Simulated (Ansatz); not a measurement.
Basis-set extrapolation for CH8FNOSi2 (`CN([SiH2]O)[SiH2]F`) (PBE0-D4/def2-TZVP geometry, frozen core, the Gaussian-basis code of Ansatz). Multiplicity 1, RHF reference.

```json
{"": "HF", "def2-TZVPP": "-849.455695", "def2-QZVPP": "-849.488039"}
{"": "MP2 correlation", "def2-TZVPP": "-1.121066", "def2-QZVPP": "-1.210366"}
{"": "CCSD(T) correlation", "def2-TZVPP": "-1.208263", "def2-QZVPP": "not run"}
```

Energies in hartree. Use E(X) = E(∞) + A·exp(−7.88·√X) for Hartree–Fock and E(X) = E(∞) + B·X^(−2.97) for correlation, with X = 3 and 4, and add CCSD(T) minus MP2 of the smaller set to the MP2 limit.

Problem. What is the CCSD(T) energy at the basis-set limit?

Solution. HF limit: -849.488039 + (-0.032344) × 0.13774 = -849.49249. MP2 limit: -1.210366 + (-0.089300) × 0.74074 = -1.27651. Higher-order term: -1.208263 − (-1.121066) = -0.08720. Total: -850.85620 hartree, 5.23 eV below CCSD(T)/def2-TZVPP.
